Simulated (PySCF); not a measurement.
Species: C₂H₅F₃Si.
SMILES: `C[SiH2]C(F)(F)F`

Computed with PySCF, TDDFT wB97X-D/def2-SVPD, vertical, gas phase, core orbitals frozen in the response. Isolated species at its PBE0-D3(BJ)/def2-SVP geometry, gas phase. Torsions of this conformer, `[CH3:1][SiH2:2][C:3]([F:4])([F:5])[F:6]`: C1–Si2–C3–F4 -62°.

```
state  λ (nm)  E (eV)       f   main configurations (H = HOMO, L = LUMO)
   S1   139.5    8.89   0.019                                  H→L (76%)
   S2   137.5    9.02  0.0014                 H-2→L (59%), H-2→L+1 (27%)
   S3   136.6    9.07   0.097                 H-1→L (60%), H-1→L+1 (22%)
   S4   133.5    9.28   0.053    H→L+1 (52%), H-1→L (23%), H-1→L+1 (10%)
   S5   132.8    9.34   0.012    H→L+3 (30%), H-2→L (23%), H-2→L+1 (19%)
   S6   131.9    9.40  0.0045  H→L+1 (37%), H-1→L+1 (33%), H-1→L+2 (13%)
```

The lowest singlet comes at 139 nm (858 kJ/mol) in the vacuum ultraviolet; it is weak; its leading configuration is HOMO→LUMO (76%). The most intense listed level is S3 at 9.07 eV (137 nm, f = 0.097), 0.18 eV above S1. Löwdin shares by element: HOMO fluorine 27% or more, carbon 23% or more, silicon 20% (atoms not listed hold the other 30%); LUMO silicon 34%, carbon 20% or more, hydrogen 17% or more (atoms not listed hold the other 29%). The listed states span 0.51 eV, and the widest gap between neighbours is 0.21 eV (S3 to S4). The oscillator strengths of these states sum to 0.187; summed over the whole spectrum of an exact calculation they would give the number of electrons, 58 (Thomas–Reiche–Kuhn). Weighted by f, the mean energy of these states is 9.14 eV. Singlets were solved by full linear response.
